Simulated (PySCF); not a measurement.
Variants of one PySCF input: NaSn

Base input, run as `OMP_NUM_THREADS=1 python input.py` with PySCF 2.14:

```python
from pyscf import gto, dft
from pyscf.geomopt.geometric_solver import optimize

mol = gto.M(
    atom='Na 0 0 0; Sn 0 0 3.071',
    basis='def2-svpd',
    ecp={'Sn': 'def2-svpd'},
    charge=0,
    spin=3,
    verbose=4,
)
mf = dft.UKS(mol, xc='b3pw91')
mf.kernel()
g = mf.nuc_grad_method()
g.grid_response = True
mol_eq = optimize(g.as_scanner(), maxsteps=30)
print('optimised geometry (angstrom)')
print(mol_eq.tostring('raw'))
print('orbital energies (hartree):', [e[max(0, n-3):n+3].round(4) for e, n in zip(mf.mo_energy, mol.nelec)])
```

Base result: E(SCF) = -376.590433 Eh, 11 cycles, ⟨S²⟩ = 3.752, all at the start geometry; optimised bond 2.938 Å with E = -376.591060 Eh after 6 steps. The last line lists the levels of the start geometry. No search for the lowest solution was made.

Run time: 17 s on 1 thread of Intel Xeon 6975P-C (shared host), peak memory 0.31 GiB.

Each row names what differs from the base; energies in brackets are changes from the base.

```tsv
change	result	wall time (s)
geometry: bond 3.071 → bond 2.457	E(SCF) = -376.575301 Eh (+0.4118 eV), 11 cycles, ⟨S²⟩ = 3.752, all at the start geometry; optimised bond 2.938 Å with E = -376.591060 Eh after 7 steps	20
integration grid: default → (50, 194)	E(SCF) = -376.590545 Eh (-0.0031 eV), 11 cycles, ⟨S²⟩ = 3.752, all at the start geometry; optimised bond 2.939 Å with E = -376.591204 Eh after 6 steps	9.4
geometry: bond 3.071 → bond 2.979	E(SCF) = -376.590995 Eh (-0.0153 eV), 11 cycles, ⟨S²⟩ = 3.752, all at the start geometry; optimised bond 2.938 Å with E = -376.591060 Eh after 4 steps	12
second-order solver: off → on	E(SCF) = -376.590433 Eh (+0.0000 eV), 4 cycles, ⟨S²⟩ = 3.752, all at the start geometry; optimised bond 2.938 Å with E = -376.591060 Eh after 6 steps	23
Cartesian functions: off → on	E(SCF) = -376.593834 Eh (-0.0926 eV), 11 cycles, ⟨S²⟩ = 3.752, all at the start geometry; optimised bond 2.941 Å with E = -376.594427 Eh after 6 steps	17
charge: 0 → -1; spin (2S): 3 → 4 [another spin of the ion may lie lower] [a high spin state]	E(SCF) = -376.619038 Eh (-0.7784 eV), 12 cycles, ⟨S²⟩ = 6.001, all at the start geometry; optimised bond 3.264 Å with E = -376.619797 Eh after 6 steps	18
geometry: bond 3.071 → bond 2.856	E(SCF) = -376.590764 Eh (-0.0090 eV), 11 cycles, ⟨S²⟩ = 3.752, all at the start geometry; optimised bond 2.938 Å with E = -376.591060 Eh after 5 steps	14
step after the SCF: optimize → mp2; SCF type: UKS → UHF; functional: b3pw91 → none (Hartree–Fock); frozen orbitals: default → 5	E(SCF) = -375.158840 Eh, 12 cycles, E(MP2) − E(SCF) = -0.07434 Eh, ⟨S²⟩ = 3.757, μz(SCF) = -8.46 D	0.79
initial guess: minao → vsap	stops with AssertionError (ECP or PP not supported)	0.6
geometry: bond 3.071 → bond 6.142	E(SCF) = -376.548251 Eh (+1.1478 eV), 15 cycles, ⟨S²⟩ = 3.753, all at the start geometry; optimised bond 6.142 Å with E = -376.548251 Eh after 2 steps	8.2
```

Task: Order these changes by how far they move the SCF energy from the base, largest first: (1) Cartesian functions: off → on; (2) geometry: bond 3.071 → bond 2.457; (3) geometry: bond 3.071 → bond 2.979; (4) geometry: bond 3.071 → bond 6.142.

Result: (4) +1.1478 eV, (2) +0.4118 eV, (1) -0.0926 eV, (3) -0.0153 eV.
